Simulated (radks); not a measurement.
The numbers below are computed, except where a source is named.
Polarisability of the oxygen ion O6+, [He], at imaginary frequency. Code: a radial shooting solver on a logarithmic mesh with Libxc functionals. Model: scalar-relativistic Kohn-Sham, exchange-only LDA, spin-unpolarised, spherical densities, finite nucleus; Fermi nuclear charge, rms radius 2.6991 fm. Response by self-consistent Sternheimer equations with the Hartree and adiabatic exchange-only LDA kernel, the relativistic mass of each level held fixed and spin-orbit coupling left out.

w (hartree),alpha1(iw) (bohr^3),alpha2(iw) (bohr^5)
0.00266,0.002757,0.0001763
0.0143,0.002757,0.0001763
0.0360,0.002757,0.0001763
0.0697,0.002757,0.0001763
0.118,0.002757,0.0001763
0.186,0.002757,0.0001763
0.280,0.002757,0.0001763
0.413,0.002757,0.0001763
0.605,0.002755,0.0001763
0.892,0.002753,0.0001762
1.35,0.002748,0.0001760
2.12,0.002734,0.0001754
3.59,0.002692,0.0001738
6.94,0.002528,0.0001672
17.5,0.001773,0.0001319

Static values: alpha1 = 0.002757 bohr^3 (0.0004086 angstrom^3; uncoupled 0.002836), alpha2 = 0.0001763 bohr^5, alpha3 = 0.00002886 bohr^7. C6 = 0.0001355, C8 = 0.00004852, triple-dipole C9 = 2.828e-07 atomic units. One-pole (London) frequency 4 C6 / (3 alpha1^2) = 23.758 hartree, against 25.175 for minus the highest occupied eigenvalue.
